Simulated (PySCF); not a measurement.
# 29Si chemical shifts

Theory: GIAO PBE0/pcSseg-1 shieldings, geometry from GFN2-xTB, in PySCF (single conformer, no solvent, equivalent nuclei averaged, non-relativistic).

Shieldings were converted by a linear fit to measured shifts: 29Si: δ = 279.94 − 0.822σ (rms 8.9 ppm, 72 shifts, 25.8 ppm with the 6 outliers that the fit left out vs TMS, solution or neat liquid). A few per cent of atoms miss by over 2 rms, more outside the fitted compound classes.

**Question.** Give the 29Si shifts of `C#C[SiH2][Si@@H]([SiH3])C1CCC1`, `O[SiH2]OCOC(F)(F)F`, `CC(C)[Si@@H](Cl)[SiH2]N`, `C#C[SiH2][Si@](C)(C=C)C[SiH3]`, `C=N[SiH2][C@@H](C)CNC`, `C#C[C@H]1[SiH2][C@H]([SiH2]CC)[SiH2]1`, `C#C[Si@@](F)(C#CC)OC=O`, `CCN([SiH3])[Si@H](C)Cl`, `C=CC[SiH2]C[SiH2]C#C[SiH3]`.

**Answer.** 
```json
{"compound": "[CH:1]#[C:2][SiH2:3][Si@@H:4]([SiH3:5])[CH:6]1[CH2:7][CH2:8][CH2:9]1", "environment": "Si4: silicon bonded to C, 2 Si, H", "δ (ppm)": "-70.9"}
{"compound": "[CH:1]#[C:2][SiH2:3][Si@@H:4]([SiH3:5])[CH:6]1[CH2:7][CH2:8][CH2:9]1", "environment": "Si3: silicon bonded to C, Si, 2 H", "δ (ppm)": "-86.7"}
{"compound": "[CH:1]#[C:2][SiH2:3][Si@@H:4]([SiH3:5])[CH:6]1[CH2:7][CH2:8][CH2:9]1", "environment": "Si5: silicon bonded to Si, 3 H", "δ (ppm)": "-107.7"}
{"compound": "O[SiH2]OCOC(F)(F)F", "environment": "silicon bonded to 2 O, 2 H", "δ (ppm)": "-31.9"}
{"compound": "[CH3:1][CH:2]([CH3:3])[Si@@H:4]([Cl:5])[SiH2:6][NH2:7]", "environment": "Si4: silicon bonded to C, Cl, Si, H", "δ (ppm)": "-7.4"}
{"compound": "[CH3:1][CH:2]([CH3:3])[Si@@H:4]([Cl:5])[SiH2:6][NH2:7]", "environment": "Si6: silicon bonded to N, Si, 2 H", "δ (ppm)": "-57.2"}
{"compound": "[CH:1]#[C:2][SiH2:3][Si@:4]([CH3:5])([CH:6]=[CH2:7])[CH2:8][SiH3:9]", "environment": "Si4: silicon bonded to 3 C, Si", "δ (ppm)": "-26.2"}
{"compound": "[CH:1]#[C:2][SiH2:3][Si@:4]([CH3:5])([CH:6]=[CH2:7])[CH2:8][SiH3:9]", "environment": "Si9: silicon bonded to C, 3 H", "δ (ppm)": "-70.2"}
{"compound": "[CH:1]#[C:2][SiH2:3][Si@:4]([CH3:5])([CH:6]=[CH2:7])[CH2:8][SiH3:9]", "environment": "Si3: silicon bonded to C, Si, 2 H", "δ (ppm)": "-89.5"}
{"compound": "C=N[SiH2][C@@H](C)CNC", "environment": "silicon bonded to C, N, 2 H", "δ (ppm)": "-31.8"}
{"compound": "[CH:1]#[C:2][C@H:3]1[SiH2:4][C@H:5]([SiH2:6][CH2:7][CH3:8])[SiH2:9]1", "environment": "Si4/9: silicon bonded to 2 C, 2 H, in a 4-membered ring (×2)", "δ (ppm)": "-24.8"}
{"compound": "[CH:1]#[C:2][C@H:3]1[SiH2:4][C@H:5]([SiH2:6][CH2:7][CH3:8])[SiH2:9]1", "environment": "Si6: silicon bonded to 2 C, 2 H", "δ (ppm)": "-37.5"}
{"compound": "C#C[Si@@](F)(C#CC)OC=O", "environment": "silicon bonded to 2 C, F, O", "δ (ppm)": "-66.5"}
{"compound": "[CH3:1][CH2:2][N:3]([SiH3:4])[Si@H:5]([CH3:6])[Cl:7]", "environment": "Si5: silicon bonded to C, Cl, N, H", "δ (ppm)": "-5.0"}
{"compound": "[CH3:1][CH2:2][N:3]([SiH3:4])[Si@H:5]([CH3:6])[Cl:7]", "environment": "Si4: silicon bonded to N, 3 H", "δ (ppm)": "-54.1"}
{"compound": "[CH2:1]=[CH:2][CH2:3][SiH2:4][CH2:5][SiH2:6][C:7]#[C:8][SiH3:9]", "environment": "Si4: silicon bonded to 2 C, 2 H", "δ (ppm)": "-37.8"}
{"compound": "[CH2:1]=[CH:2][CH2:3][SiH2:4][CH2:5][SiH2:6][C:7]#[C:8][SiH3:9]", "environment": "Si6: silicon bonded to 2 C, 2 H", "δ (ppm)": "-62.6"}
{"compound": "[CH2:1]=[CH:2][CH2:3][SiH2:4][CH2:5][SiH2:6][C:7]#[C:8][SiH3:9]", "environment": "Si9: silicon bonded to C, 3 H", "δ (ppm)": "-88.7"}
```
